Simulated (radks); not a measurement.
Results of a calculation; reference values are marked as such.
Question: Species: Pt LX. Configuration: [Ar] 3d1. Code: a radial shooting solver on a logarithmic mesh with Libxc functionals. Model: Dirac Kohn-Sham, PBE, spin-unpolarised, spherical densities, finite nucleus; open shells fill j = l - 1/2 first; Fermi nuclear charge, rms radius 5.427 fm. Some entries of the table are withheld. Estimate them.

orbital  occ.  eigenvalue (eV)  <r^2> (bohr^2)  r(max) (bohr)
1s1/2       2        -82671.61             (1)        0.01062
2s1/2       2        -18027.29        0.006043        0.06122
2p1/2       2              (2)        0.004278            (3)
2p3/2       4              (4)        0.005420            (5)
3s1/2       2        -6977.739         0.03524         0.1664
3p1/2       2              (6)             (7)         0.1546
3p3/2       4              (8)             (9)         0.1676
3d3/2       1        -6035.061            (10)         0.1285
3d5/2       0        -5931.724            (11)         0.1320

Answer: 
(1) 1s1/2 <r^2> (bohr^2): 0.0004062
(2) 2p1/2 eigenvalue (eV): -17499.40
(3) 2p1/2 r(max) (bohr): 0.04517
(4) 2p3/2 eigenvalue (eV): -15745.13
(5) 2p3/2 r(max) (bohr): 0.05234
(6) 3p1/2 eigenvalue (eV): -6772.831
(7) 3p1/2 <r^2> (bohr^2): 0.03161
(8) 3p3/2 eigenvalue (eV): -6323.538
(9) 3p3/2 <r^2> (bohr^2): 0.03647
(10) 3d3/2 <r^2> (bohr^2): 0.02683
(11) 3d5/2 <r^2> (bohr^2): 0.02811
